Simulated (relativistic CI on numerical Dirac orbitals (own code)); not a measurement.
# Sensitivity of the levels of Tb¹⁹⁺ to α and to the nuclear radius

Method of calculation: Dirac-Coulomb-Breit CI, separate exchange-only KLI orbitals for each configuration, derivatives by finite differences, unscaled Slater integrals, QED left out (own radial code, finite nucleus).

CI space (outside the closed core [Ar] 3d10): 4s2.4p6.4d10, 4s2.4p6.4d9.4f, 4s2.4p5.4d10.4f, 4s2.4p6.4d9.5s, 4s2.4p6.4d9.5p, 4s.4p6.4d10.4f. Double excitations out of closed p, d and f shells are left out; levels of such configurations are missing from the list, as are those of other unlisted configurations, and high levels can miss mixing partners.

With x = (α/α₀)² − 1 an excitation energy changes as ω = ω₀ + qx; K = 2q/ω₀ is the relative enhancement. Terms are leading LS components, so labels can repeat. The field-shift factor is F = δν/δ⟨r²⟩ for the transition from the lowest level.

Lowest level 4s2.4p6.4d10 1S_0.

```
               Level  ω₀ (cm⁻¹)  q (cm⁻¹)         K  F (GHz/fm²)
4s2.4p6.4d9.4f 3P°_0    1162675     -6385    -0.011         10.1
4s2.4p6.4d9.4f 3P°_1    1172180    -595.5  -0.00102         10.2
4s2.4p6.4d9.4f 3P°_2    1191414      9671    0.0162         10.5
4s2.4p6.4d9.4f 3H°_6    1206076      2522   0.00418         10.6
4s2.4p6.4d9.4f 3H°_5    1206186     -4975  -0.00825         10.3
4s2.4p6.4d9.4f 3F°_2    1222177     -3347  -0.00548         10.4
4s2.4p6.4d9.4f 3F°_3    1223400     -4608  -0.00753         10.3
4s2.4p6.4d9.4f 3H°_4    1227853     757.7   0.00123         10.5
4s2.4p6.4d9.4f 3F°_4    1234586      6951    0.0113         10.6
4s2.4p6.4d9.4f 3G°_5    1246347      5069   0.00813         10.8
4s2.4p6.4d9.4f 3D°_1    1247311     22560    0.0362           11
4s2.4p6.4d9.4f 3D°_3    1252424      8578    0.0137         10.8
4s2.4p6.4d9.4f 1D°_2    1265414     49100    0.0776         11.5
```

At this charge energies of transitions that change n are usually good to better than 1 %, and those within a shell (Δn = 0) to a few per cent.
